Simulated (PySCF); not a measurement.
Run record for `n1(ccc(n1)C(=S)C)C`: HCTH407/def2-SVPD, IEF-PCM benzene, fitting basis def2-qzvpp-jkfit, full TDDFT, 1 singlet.

Method: TDDFT HCTH407/def2-SVPD, vertical, IEF-PCM benzene (non-equilibrium linear response), core orbitals frozen in the response (PySCF 2.14.0, density-fitted response routines). Geometry: GFN2-xTB. The command runs a driver script over a list of jobs; the input below is this job's line of settings and its coordinates in Å.

Command:
```bash
OMP_NUM_THREADS=1 python probes_run.py task.json out
```

Input:
```
{"job": {"kind": "uv", "xc": "HCTH407", "basis": "def2-SVPD", "solvent": "benzene", "nstates": 1, "ntriplets": 0, "tda": false, "scf": {"aux": "def2-qzvpp-jkfit"}}, "charge": 0, "multiplicity": 1}
C     -2.553462     0.794182    -0.767055
C     -2.039727    -0.398682    -0.038507
S     -3.043527    -1.584463     0.478995
C     -0.626562    -0.473196     0.196613
C      0.097608    -1.492127     0.862409
C      1.402499    -1.080842     0.809678
N      1.418072     0.103974     0.154275
C      2.565632     0.908783    -0.147547
N      0.214326     0.480639    -0.219889
H     -2.332392     1.693800    -0.193430
H     -3.625749     0.715408    -0.924403
H     -2.041090     0.891759    -1.723182
H     -0.307961    -2.378303     1.302936
H      2.302110    -1.528297     1.181776
H      2.213695     1.852323    -0.559337
H      3.203500     0.410927    -0.881248
H      3.146029     1.096146     0.756928
```

Output:
```
final grid: 143960 points
cycle   1  E = -740.7098767017  dE =  1.222e+00  |g| = 5.582e-01  |ddm| = 1.048e+01
cycle   2  E = -740.5151601137  dE =  1.947e-01  |g| = 1.028e+00  |ddm| = 4.228e+00
cycle   3  E = -740.7769103505  dE = -2.618e-01  |g| = 2.844e-01  |ddm| = 1.987e+00
cycle   4  E = -740.7982749572  dE = -2.136e-02  |g| = 6.805e-02  |ddm| = 7.541e-01
cycle   5  E = -740.7989171237  dE = -6.422e-04  |g| = 5.086e-02  |ddm| = 2.401e-01
cycle   6  E = -740.7995393633  dE = -6.222e-04  |g| = 1.156e-02  |ddm| = 1.174e-01
cycle   7  E = -740.7995675262  dE = -2.816e-05  |g| = 5.125e-03  |ddm| = 3.790e-02
cycle   8  E = -740.7995741551  dE = -6.629e-06  |g| = 1.453e-03  |ddm| = 1.898e-02
cycle   9  E = -740.7995747680  dE = -6.129e-07  |g| = 4.137e-04  |ddm| = 3.723e-03
cycle  10  E = -740.7995748150  dE = -4.705e-08  |g| = 1.663e-04  |ddm| = 1.579e-03
cycle  11  E = -740.7995748219  dE = -6.898e-09  |g| = 6.048e-05  |ddm| = 5.914e-04
cycle  12  E = -740.7995748228  dE = -8.290e-10  |g| = 1.526e-05  |ddm| = 1.264e-04
converged SCF energy = -740.7995748228

Static polarisability (au): isotropic 137.742, principal 77.781 128.541 206.905

Singlet excitations
state   eV       nm        f      main configurations
  1   2.1735    570.4   0.00006   H->L 1.00
```

H and L stand for HOMO and LUMO; the number after each pair is its weight.

Problem. Give the mean polarisability as a volume in Å³, and the ratio of the largest to the smallest principal value.

Solution. 137.742 au × 0.148185 = 20.41 Å³; 206.905/77.781 = 2.66.

Problem. How does the lowest singlet excitation compare with the HOMO–LUMO gap?

Solution. HOMO -5.21 eV and LUMO -3.19 eV give a gap of 2.02 eV; S1 at 2.17 eV lies 0.15 eV above it.

In short: SCF converged in 12 cycles with 251 basis and 876 fitting functions; HOMO -5.21 eV, LUMO -3.19 eV; lowest singlet 2.17 eV; mean polarisability 137.7 au.

One conformer (not necessarily the lowest) at the GFN2-xTB geometry, without vibrations or thermal averaging.

Problem. Estimate the wall time. Hardware: an Arm Neoverse N1 with one thread, on a shared host. And the peak memory of the process?

Solution. About 56 s, with 0.87 GiB resident at the peak, the Python interpreter and its libraries included.

Shape of the structure used: `[CH3:1][C:2](=[S:3])[c:4]1[cH:5][cH:6][n:7]([CH3:8])[n:9]1`: C1–C2–C4–C5 180°.
